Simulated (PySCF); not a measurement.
Two-component Hartree-Fock for Tm⁴⁷⁺ (thulium, charge +47)

Start: [Ar] 3d4; 3d3/2 filled at m_j = -3/2, -1/2, +1/2, +3/2. Calculated with PySCF 2.14 in an even-tempered Gaussian basis (15 s from 12 bohr⁻², ratio 2.8; 12 p from 15 bohr⁻², ratio 2.8; 8 d from 15 bohr⁻², ratio 2.8; 3 f from 50 bohr⁻², ratio 3): generalised Hartree-Fock with the X2C-1e Hamiltonian and a Gaussian nucleus; one run each with spin-orbit coupling (SO) switched off, then screened by Boettger's factors.

| spinor shell | electrons | ε, spin-free (eV) | ε, screened SO (eV) | weight of nominal j (screened SO) | rms radius, screened SO (bohr) |
| --- | --- | --- | --- | --- | --- |
| 1s1/2 | 2 | -62541.5 | -62521.9 | 1.000 | 0.0227 |
| 2s1/2 | 2 | -12970.7 | -12962.1 | 1.000 | 0.0911 |
| 2p1/2 | 2 | -11786.4 | -12498.0 | 1.000 | 0.0778 |
| 2p3/2 | 4 | -11786.4 | -11481.1 | 1.000 | 0.0843 |
| 3s1/2 | 2 | -4791.3 | -4788.5 | 1.000 | 0.226 |
| 3p1/2 | 2 | -4421.7 | -4609.1 | 1.000 | 0.215 |
| 3p3/2 | 4 | -4421.7 | -4339.6 | 1.000 | 0.229 |
| 3d3/2 | 4 | -4061.0 | -4080.3 | 1.000 | 0.197 |

```json
{"quantity": "E (hartree)", "spin-free": "-11675.95679", "screened SO": "-11691.47131"}
{"quantity": "M_J", "spin-free": "0", "screened SO": "0"}
{"quantity": "⟨J²⟩", "spin-free": "4.001", "screened SO": "0.000"}
{"quantity": "⟨L²⟩", "spin-free": "6.001", "screened SO": "2.442"}
{"quantity": "⟨S²⟩", "spin-free": "6.000", "screened SO": "2.442"}
```

Breit and QED terms are absent; they matter most for the inner s and p1/2 levels.

Densities and radii are taken from the X2C orbitals without a picture-change correction, which distorts them close to the nucleus.

Without spin-orbit coupling the j labels of p, d and f shells carry no meaning; the spin-free column gives the mean over the occupied spinors of each nl shell, and its ⟨J²⟩ belongs to a mixture of degenerate components.
